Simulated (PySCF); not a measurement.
Species: MoI4 (triplet state).
Bonds: Mo1–I2, Mo1–I3, Mo1–I4, Mo1–I5.

Theory: PySCF 2.14.0, PBE0-D3(BJ)/def2-SVP geometry optimisation, gas phase, def2 core potentials past Kr.

**Question.** How far are the bound atoms from Mo1?

**Answer.** 4 atoms: I4 2.575 Å, I5 2.576 Å, I2 2.576 Å, I3 2.578 Å.

**Question.** List the angles at Mo1.

**Answer.** 
| angle | degrees | distance of the outer atoms (Å) |
| --- | --- | --- |
| I3–Mo1–I5 | 109.7 | 4.21 |
| I3–Mo1–I4 | 109.6 | 4.21 |
| I2–Mo1–I3 | 109.6 | 4.21 |
| I4–Mo1–I5 | 109.5 | 4.21 |
| I2–Mo1–I4 | 109.2 | 4.20 |
| I2–Mo1–I5 | 109.2 | 4.20 |

**Question.** What is the shape at Mo1?

**Answer.** Tetrahedral: angles from 109.2° to 109.7°; τ4 = (360° − α − β)/141° = 1.00 with α and β the two widest (0 for a square, 1 for a tetrahedron). Differences among atoms that Td makes equivalent are scatter left by the optimiser.

**Question.** What are the rotational constants (commonest isotopes, rigid rotor)?

**Answer.** A = 225.5, B = 225.0, C = 224.4 MHz: a spherical top.

Point group: Td (tolerance 0.08 Å). Charge 0, triplet. ⟨S²⟩ = 2.025 (exact for a triplet: 2.00). PBE0-D3(BJ)/def2-SVP frequencies: not computed here.

Caution for open-shell metal species: one SCF solution and one stationary point were followed, and a lower state or a bent or distorted shape isn't ruled out.
